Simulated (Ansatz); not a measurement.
The molecule MgP, multiplicity 4 (lowest of 2S+1 = 2, 4 at CCSD(T)/def2-TZVPP on PBE0 minima; our sources give no spin for the ground state, which may be another).

D_e counts from the fitted minimum to each atom's lowest state at the same level, without counterpoise.

Correlated levels freeze the inner cores; with def2 sets outer-core shells near the valence are correlated too.

Run with Ansatz (Gaussian orbitals). 

```
level                 bond energy D_e (kJ/mol)
--------------------  ------------------------
PBE/def2-TZVPP                            87.3
r2SCAN/def2-TZVPP                         95.0
B97M-V/def2-TZVPP                         91.3
B3LYP/def2-TZVPP                          69.9
PBE0/def2-TZVPP                           81.6
CAM-B3LYP/def2-TZVPP                      67.1
wB97X-V/def2-TZVPP                        76.9
CCSD/def2-TZVPP                            ___
CCSD(T)/def2-QZVPP                         ___
```

**Question.** Fill in the missing entries.

**Answer.** 
- CCSD/def2-TZVPP, bond energy D_e (kJ/mol): 39.1
- CCSD(T)/def2-QZVPP, bond energy D_e (kJ/mol): 55.0

Ansatz is a quantum-chemistry and plane-wave program.
